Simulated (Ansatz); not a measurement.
A further run on Ge(GeH3)4 (Ge5H12).

```yaml
crystal:
  periodic: [false, false, false]
  atoms:
    - {symbol: Ge, position_ang: [0.000032, -0.000612, 0.000495]}
    - {symbol: Ge, position_ang: [-0.008547, -0.015012, 2.428846]}
    - {symbol: Ge, position_ang: [2.292401, 0.014432, -0.800328]}
    - {symbol: Ge, position_ang: [-1.149039, 1.982352, -0.802259]}
    - {symbol: Ge, position_ang: [-1.134646, -1.982262, -0.825944]}
    - {symbol: H, position_ang: [0.863849, -1.170098, 2.956388]}
    - {symbol: H, position_ang: [-1.443930, -0.198721, 2.957541]}
    - {symbol: H, position_ang: [0.551068, 1.314391, 2.970173]}
    - {symbol: H, position_ang: [3.019242, -1.270855, -0.360722]}
    - {symbol: H, position_ang: [3.049245, 1.229417, -0.230655]}
    - {symbol: H, position_ang: [2.315626, 0.094474, -2.338683]}
    - {symbol: H, position_ang: [-2.613213, 1.980134, -0.322979]}
    - {symbol: H, position_ang: [-1.133313, 2.021249, -2.342329]}
    - {symbol: H, position_ang: [-0.455911, 3.250574, -0.268698]}
    - {symbol: H, position_ang: [-0.543586, -3.247026, -0.174309]}
    - {symbol: H, position_ang: [-0.972226, -2.091948, -2.354068]}
    - {symbol: H, position_ang: [-2.637051, -1.910509, -0.492449]}
basis:
  gaussian: {orbitals: STO-3G, nuclear_model: gaussian}
hamiltonian: {xc: {name: r2SCAN}}
scf: {omitted_lower_state_checks: [starts]}
output: {forces: true}
```

```sh
$ ansatz run in.yaml --threads 4 --pin off --events-out ev --progress --plain --max-ram 4787MiB
```

Output, abridged:

```
Functional definition: r2SCAN
1067 factors; integrals over basis functions are off by at most 3.8e-5 eV
mean field evaluation 1: about -279503.7834 eV, gradient 1.2e2 eV
mean field evaluation 2: about -279523.2527 eV, gradient 6.6e1 eV
mean field evaluation 4: about -279540.7706 eV, gradient 6.5e0 eV
mean field evaluation 8: about -279540.8583 eV, gradient 1.3e-1 eV
mean field -279540.85838058 eV, -10272.9370658870 hartree, gradient 1.0e-5 eV, S^2 0.000000; 0 other end points of the search recorded, 0 dependent functions left out
reference -279540.85839083 eV, -10272.9370662636 hartree; 86, 86 occupied and 16, 16 virtual orbitals, 1067 factors
Total energy: -279540.85839083 eV, -10272.9370662636 hartree
Atom 0 at     0.000032    -0.000612     0.000495 Å, force     0.001736     0.001999    -0.001780 eV/Å
Atom 1 at    -0.008547    -0.015012     2.428846 Å, force     0.002012    -0.000104     0.065324 eV/Å
Atom 2 at     2.292401     0.014432    -0.800328 Å, force     0.062065    -0.000128    -0.025579 eV/Å
Atom 3 at    -1.149039     1.982352    -0.802259 Å, force    -0.031408     0.055967    -0.019542 eV/Å
Atom 4 at    -1.134646    -1.982262    -0.825944 Å, force    -0.036197    -0.054780    -0.020523 eV/Å
Atom 5 at     0.863849    -1.170098     2.956388 Å, force    -1.381488     1.826031    -0.737423 eV/Å
Atom 6 at    -1.443930    -0.198721     2.957541 Å, force     2.270525     0.291526    -0.741615 eV/Å
Atom 7 at     0.551068     1.314391     2.970173 Å, force    -0.884228    -2.104128    -0.758848 eV/Å
Atom 8 at     3.019242    -1.270855    -0.360722 Å, force    -1.059189     2.034114    -0.727161 eV/Å
Atom 9 at     3.049245     1.229417    -0.230655 Å, force    -1.107659    -1.921120    -0.933093 eV/Å
Atom 10 at     2.315626     0.094474    -2.338683 Å, force     0.056585    -0.126848     2.400813 eV/Å
Atom 11 at    -2.613213     1.980134    -0.322979 Å, force     2.270782     0.082487    -0.789605 eV/Å
Atom 12 at    -1.133313     2.021249    -2.342329 Å, force    -0.070205     0.016291     2.405041 eV/Å
Atom 13 at    -0.455911     3.250574    -0.268698 Å, force    -1.142495    -1.926386    -0.876367 eV/Å
Atom 14 at    -0.543586    -3.247026    -0.174309 Å, force    -0.978730     1.923263    -1.064651 eV/Å
Atom 15 at    -0.972226    -2.091948    -2.354068 Å, force    -0.303069     0.096401     2.384707 eV/Å
Atom 16 at    -2.637051    -1.910509    -0.492449 Å, force     2.330961    -0.194586    -0.559698 eV/Å
Dipole moment:     0.000069    -0.000225     0.000182 e Å
Checks for a lower state left out: starts
```

Hardware: 4 threads of Arm Neoverse V2 on a shared host. Wall time 5.5 s.
